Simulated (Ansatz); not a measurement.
VTe₄. Charge 0, multiplicity 2. Geometry PBE-D4/def2-SVP.

Cartesian coordinates in Å:
```
V -0.581 -0.493 -0.160
Te 1.357 -0.880 1.485
Te -0.489 -2.082 -1.952
Te 0.004 1.563 1.697
Te -0.292 1.891 -1.070
```

In the def2 sets Te takes a core potential; there is no spin–orbit coupling. At HF/def2-TZVP, r2SCAN-D4/def2-TZVP, PBE0-D4/def2-SVP, r2SCAN0-D4/def2-TZVP and others the charge 0 doublet is spin-contaminated (final ⟨S²⟩ up to 2.57, 0.75 for a pure state). Another isomer (doublet) lies 0.26 eV lower at PBE0-D4/def2-TZVP; other spin states weren't run for this one.

Task: Estimate the α-spin orbital energies around the gap (eV) in Ansatz with HF/def2-TZVP, r2SCAN-D4/def2-TZVP, PBE0-D4/def2-SVP, r2SCAN0-D4/def2-TZVP, BHLYP-D4/def2-TZVP.

Result: 
```json
{"orbital": "HOMO−5", "HF/def2-TZVP": "-10.41", "r2SCAN-D4/def2-TZVP": "-6.84", "PBE0-D4/def2-SVP": "-7.84", "r2SCAN0-D4/def2-TZVP": "-8.10", "BHLYP-D4/def2-TZVP": "-8.94"}
{"orbital": "HOMO−4", "HF/def2-TZVP": "-10.10", "r2SCAN-D4/def2-TZVP": "-6.39", "PBE0-D4/def2-SVP": "-7.51", "r2SCAN0-D4/def2-TZVP": "-7.76", "BHLYP-D4/def2-TZVP": "-8.41"}
{"orbital": "HOMO−3", "HF/def2-TZVP": "-9.08", "r2SCAN-D4/def2-TZVP": "-6.30", "PBE0-D4/def2-SVP": "-7.04", "r2SCAN0-D4/def2-TZVP": "-7.25", "BHLYP-D4/def2-TZVP": "-8.23"}
{"orbital": "HOMO−2", "HF/def2-TZVP": "-8.97", "r2SCAN-D4/def2-TZVP": "-6.11", "PBE0-D4/def2-SVP": "-6.91", "r2SCAN0-D4/def2-TZVP": "-7.18", "BHLYP-D4/def2-TZVP": "-7.69"}
{"orbital": "HOMO−1", "HF/def2-TZVP": "-8.07", "r2SCAN-D4/def2-TZVP": "-5.99", "PBE0-D4/def2-SVP": "-6.64", "r2SCAN0-D4/def2-TZVP": "-6.77", "BHLYP-D4/def2-TZVP": "-7.29"}
{"orbital": "HOMO", "HF/def2-TZVP": "-7.42", "r2SCAN-D4/def2-TZVP": "-5.26", "PBE0-D4/def2-SVP": "-6.04", "r2SCAN0-D4/def2-TZVP": "-6.18", "BHLYP-D4/def2-TZVP": "-6.79"}
{"orbital": "LUMO", "HF/def2-TZVP": "-1.33", "r2SCAN-D4/def2-TZVP": "-4.21", "PBE0-D4/def2-SVP": "-3.58", "r2SCAN0-D4/def2-TZVP": "-3.65", "BHLYP-D4/def2-TZVP": "-3.13"}
{"orbital": "LUMO+1", "HF/def2-TZVP": "-1.21", "r2SCAN-D4/def2-TZVP": "-4.12", "PBE0-D4/def2-SVP": "-3.44", "r2SCAN0-D4/def2-TZVP": "-3.48", "BHLYP-D4/def2-TZVP": "-2.53"}
{"orbital": "LUMO+2", "HF/def2-TZVP": "0.45", "r2SCAN-D4/def2-TZVP": "-3.89", "PBE0-D4/def2-SVP": "-3.25", "r2SCAN0-D4/def2-TZVP": "-3.23", "BHLYP-D4/def2-TZVP": "-2.25"}
{"orbital": "LUMO+3", "HF/def2-TZVP": "1.07", "r2SCAN-D4/def2-TZVP": "-3.61", "PBE0-D4/def2-SVP": "-2.81", "r2SCAN0-D4/def2-TZVP": "-2.71", "BHLYP-D4/def2-TZVP": "-1.53"}
{"orbital": "LUMO+4", "HF/def2-TZVP": "1.30", "r2SCAN-D4/def2-TZVP": "-3.03", "PBE0-D4/def2-SVP": "-2.34", "r2SCAN0-D4/def2-TZVP": "-2.32", "BHLYP-D4/def2-TZVP": "-1.41"}
{"orbital": "LUMO+5", "HF/def2-TZVP": "2.44", "r2SCAN-D4/def2-TZVP": "-2.60", "PBE0-D4/def2-SVP": "-1.95", "r2SCAN0-D4/def2-TZVP": "-1.93", "BHLYP-D4/def2-TZVP": "-1.08"}
{"orbital": "β HOMO", "HF/def2-TZVP": "-7.64", "r2SCAN-D4/def2-TZVP": "-5.72", "PBE0-D4/def2-SVP": "-6.33", "r2SCAN0-D4/def2-TZVP": "-6.46", "BHLYP-D4/def2-TZVP": "-7.01"}
{"orbital": "β LUMO", "HF/def2-TZVP": "0.41", "r2SCAN-D4/def2-TZVP": "-3.82", "PBE0-D4/def2-SVP": "-3.13", "r2SCAN0-D4/def2-TZVP": "-3.06", "BHLYP-D4/def2-TZVP": "-2.21"}
```
